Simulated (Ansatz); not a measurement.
Basis-set series for C$_{2}$H$_{8}$Cl$_{2}$O$_{4}$W (`C[O][W]([OH])([OH])([Cl])([Cl])[O]C`). The species carries charge 0 and has multiplicity 1. W takes the def2 core potential. The structure was optimised at the PBE0-D4/def2-TZVP level. It is one conformer, not always the lowest.

| atom | x (Å) | y (Å) | z (Å) |
| --- | --- | --- | --- |
| C1 | -0.2652 | 2.6074 | 1.0843 |
| O2 | -0.0819 | 1.2235 | 0.9674 |
| W3 | -0.3515 | -0.0725 | -0.3071 |
| O4 | -1.1882 | -1.4544 | 0.6897 |
| O5 | 0.2078 | 1.2524 | -1.5460 |
| Cl6 | -0.6525 | -1.3717 | -2.2801 |
| Cl7 | -2.5894 | 0.7041 | -0.5521 |
| O8 | 1.2063 | -0.9921 | 0.0151 |
| C9 | 1.6164 | -2.3291 | 0.0959 |
| H10 | 0.1368 | 3.0971 | 0.1928 |
| H11 | 0.2519 | 2.9562 | 1.9791 |
| H12 | -1.3364 | 2.8163 | 1.1602 |
| H13 | -2.1381 | -1.5917 | 0.6495 |
| H14 | 0.0349 | 1.1591 | -2.4863 |
| H15 | 1.6211 | -2.7583 | -0.9104 |
| H16 | 0.9099 | -2.8818 | 0.7218 |
| H17 | 2.6181 | -2.3643 | 0.5262 |

```csv
functional,basis,functions,energy (Eh),HOMO (eV),LUMO (eV)
PBE0-D4,def2-TZVPP,438,-1369.13528,-8.13,-2.94
PBE0-D4,def2-QZVPP,803,-1369.18419,-8.17,-2.98
ωB97M-V,def2-TZVPP,438,-1369.57570,-10.37,-0.97
ωB97M-V,def2-QZVPP,803,-1369.62261,-10.42,-1.02
```

Task: Give the rows for def2-SVP. (Best estimate.)

Result: Ansatz gave: 
```
functional     basis  functions  energy (Eh)  HOMO (eV)  LUMO (eV)
   PBE0-D4  def2-SVP        192  -1368.33913      -8.05      -2.97
   ωB97M-V  def2-SVP        192  -1368.76786     -10.24      -0.98
```
